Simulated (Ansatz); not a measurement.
`C[N](C)[Ge][NH2]` → `[NH2][GeH]` + `C=NC` at 500 K and 1 bar (β-hydride elimination).

Gas-phase electronic energies from Ansatz, PBE0-D4/def2-TZVP geometries. CCSD(T)/CBS is the MP2 limit (def2-TZVPP, def2-QZVPP) plus CCSD(T) − MP2 in def2-TZVPP, frozen cores. For Ge outer-core shells are correlated without core-valence functions, which leaves a few kJ/mol of doubt a bond. Scalar relativity is left out up to krypton. Each species was taken in one conformer, which may not be the lowest.

```json
{"species": "`C[N](C)[Ge][NH2]`", "CCSD(T)/CBS energy (Eh)": "-2266.45365", "H − E (kJ/mol)": "333.3", "S (J/(mol·K))": "433.9"}
{"species": "`[NH2][GeH]`", "CCSD(T)/CBS energy (Eh)": "-2132.60664", "H − E (kJ/mol)": "108.6", "S (J/(mol·K))": "289.7"}
{"species": "`C=NC`", "CCSD(T)/CBS energy (Eh)": "-133.77870", "H − E (kJ/mol)": "206.0", "S (J/(mol·K))": "296.0"}
```

H − E and S are ideal-gas, rigid-rotor, harmonic terms from PBE0-D4/def2-TZVP, for one conformer and one mirror image of each species. 1 Eh = 2625.50 kJ/mol, R = 8.31446 J/(mol·K).

Question: By hand: ΔE, ΔH, ΔS and ΔG.

Answer: ΔE = (-2132.60664) + (-133.77870) − (-2266.45365) = 0.06831 Eh = 179.3 kJ/mol. Δ(H − E) = 108.6 + 206.0 − 333.3 = -18.7, so ΔH = 160.6 kJ/mol. ΔS = 289.7 + 296.0 − 433.9 = 151.8 J/(mol·K). ΔG = 160.6 − 500 × (151.8)/1000 = 84.7 kJ/mol.

Question: By hand: the equilibrium constant, and the temperature at which ΔG would vanish if ΔH and ΔS stayed fixed.

Answer: log₁₀ K = −ΔG/(RT ln 10) = -8.8. ΔG = 0 at ΔH/ΔS = 1058 K.

The number of gas molecules changes by +1, which sets the sign of ΔS. A doubt of 5 kJ/mol in ΔE shifts log₁₀ K by 0.5 here. Other conformers and mirror images would add mixing entropy, several J/(mol·K) or more a flexible species. These are equilibria of isolated gas molecules and say nothing of rates. Largest T1 diagnostic: 0.015 (customary marks: 0.02 for closed shells, 0.045 for open ones).
